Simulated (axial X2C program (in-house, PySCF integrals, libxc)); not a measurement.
Potential curves of WSi, with spin–orbit coupling

All values were computed with an in-house relativistic program for diatomic molecules. Two-component (2c) means X2C with spin–orbit coupling and atomic mean-field two-electron Coulomb and Gaunt terms. Basis: W dyall-cv3z [13s14p9d7f4g], Si dyall-v3z [8s7p2d1f] (cores contracted in-house); Gaussian nuclei, density fitting, unrestricted open shells. Masses: W 183.951 u, Si 27.977 u.

State: Ω = 3 (⟨Sz⟩ = 1.96, ⟨Lz⟩ = 1.04 at PBE0). Energies in eV from the lowest point of each curve. Fits are polynomials in 1 − R0/R over 0.85 to 1.23 times the lowest point R0.

```tsv
R (Å)	PBE0	TPSS
2.1094	0.3667	0.3744
2.1789	0.1364	0.1388
2.2485	0.0243	0.0229
2.3180	0.0000	0.0000
2.3991	0.0489	0.0590
2.4803	0.1545	0.1833
2.5846	0.3397	0.3995
```

Occupations by symmetry block were frozen at the best pattern of an incomplete PBE0 search. Density functionals use the spin component along the axis (collinear). Other states lie close and PBE0, whose exact exchange favours high spin, may order them wrongly; the determinant shown need not be the ground state. The nearest other spin-free determinant of the search, M_S = 2, Λ = 0, lies 0.46 eV up at the distance of the search. Without a current term, density functionals place determinants with orbital angular momentum somewhat too high. With several unpaired electrons one determinant need not be a pure state. A state of lower Ω lies just above, and one determinant can place such states too high, so the state shown need not be the lowest. The search has Ω = 1 only 0.08 eV up. Open-shell Ω = 0 determinants with evenly filled partner blocks cannot be reached by this program, so the Ω shown need not be the lowest component. At some level and bond length an empty orbital lies below a filled one. The determinant is spin-polarised beyond a pure state at some levels (its spin-free form has ⟨S²⟩ too high), which makes Re and μ there less reliable.

Q: Fit the PBE0 curve near its minimum: give the equilibrium distance and the harmonic wavenumber.

A: At PBE0, 2c: Re = 2.307 Å, ωe ≈ 390 cm⁻¹; Be follows as 0.13 cm⁻¹.

Q: Fit the TPSS curve near its minimum: give the equilibrium distance and the harmonic wavenumber.

A: At TPSS, 2c: Re = 2.303 Å, ωe ≈ 413 cm⁻¹; Be follows as 0.131 cm⁻¹.
